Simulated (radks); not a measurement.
Values are calculated unless marked as measured or tabulated.
Isoelectronic series with 10 electrons, all held in the configuration [Ne], which need not be the ground one along the series. Level of theory: Dirac Kohn-Sham, PBE, spin-unpolarised, spherical densities, point nucleus (a radial shooting solver on a logarithmic mesh with Libxc functionals). Total energies (hartree) and mean radii <r> (bohr):

ion    E (hartree)   2p3/2   2p1/2
Ne      -129.01350  0.9826  0.9795
Mg2+    -199.43527  0.6845  0.6823
Al3+    -240.72144  0.5981  0.5959
Si4+    -286.05729  0.5319  0.5297
P5+     -335.44660  0.4792  0.4771
S6+     -388.89484  0.4363  0.4341
Cl7+    -446.40872  0.4006  0.3984
Ar8+    -507.99598  0.3703  0.3681
K9+     -573.66524  0.3444  0.3421
Ca10+   -643.42589  0.3219  0.3195
Sc11+   -717.28812  0.3022  0.2997
Ti12+   -795.26284  0.2847  0.2822
V13+    -877.36165  0.2692  0.2666
Cr14+   -963.59691  0.2553  0.2526
